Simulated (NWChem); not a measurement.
System: LiOH; SMILES [Li][OH]

NWChem input:

```
start job
memory heap 200 mb stack 900 mb global 1100 mb
geometry units angstroms noautosym nocenter noautoz
  Li    -0.768097    -0.718737    -0.660743
  O      0.191656     0.179366     0.164872
  H      0.780758     0.730534     0.671627
end
basis spherical
  * library pcsseg-1
end
dft
  xc slater vwn_5
  iterations 150
end
property
  shielding
end
task dft property
```

Structure relaxed at the PBE0/def2-SVP level.

GIAO values for the isolated, static molecule; σ is the absolute isotropic shielding, δ = σ(reference) − σ with the isolated reference molecule computed at the same levels (1H: tetramethylsilane, 17O: water).

Atoms are numbered as in the input.

Question: Give the results of this calculation. (LDA (Slater exchange, VWN5)/pcSseg-1, GIAO.) Quantities: σ Li1 (ppm); δ O2 (ppm); δ H3 (ppm).

Answer: 
```json
{
 "σ Li1 (ppm)": "87.9",
 "δ O2 (ppm)": "21.6",
 "δ H3 (ppm)": "-0.73"
}
```
